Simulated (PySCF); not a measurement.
# Spinor energies of Si²⁺ (silicon, charge +2)

Start: [Ne] 3s2. Calculated with PySCF 2.14 in x2c-TZVPall-2c: generalised Hartree-Fock with the X2C-1e Hamiltonian and a Gaussian nucleus; one run each with spin-orbit coupling (SO) switched off, then screened by Boettger's factors.

```
spinor shell  electrons  ε, spin-free (eV)  ε, screened SO (eV)  weight of nominal j (screened SO)  rms radius, screened SO (bohr)
       1s1/2          2            -1899.0              -1899.0                              1.000                           0.129
       2s1/2          2            -189.76              -189.76                              1.000                           0.611
       2p1/2          2            -137.16              -137.63                              1.000                           0.597
       3s1/2          2            -32.225              -32.225                              1.000                            2.12
```

Problem. Where does 2p3/2 lie, and what is the 2p spin-orbit splitting (screened SO)?

Solution. At -136.93 eV, 0.697 eV above 2p1/2.

```
   quantity   spin-free  screened SO
E (hartree)  -288.59228   -288.59253
        M_J           0            0
       ⟨J²⟩       0.000        0.000
       ⟨L²⟩       0.000        0.000
       ⟨S²⟩       0.000        0.000
```

Without spin-orbit coupling the j labels of p, d and f shells carry no meaning; the spin-free column gives the mean over the occupied spinors of each nl shell.
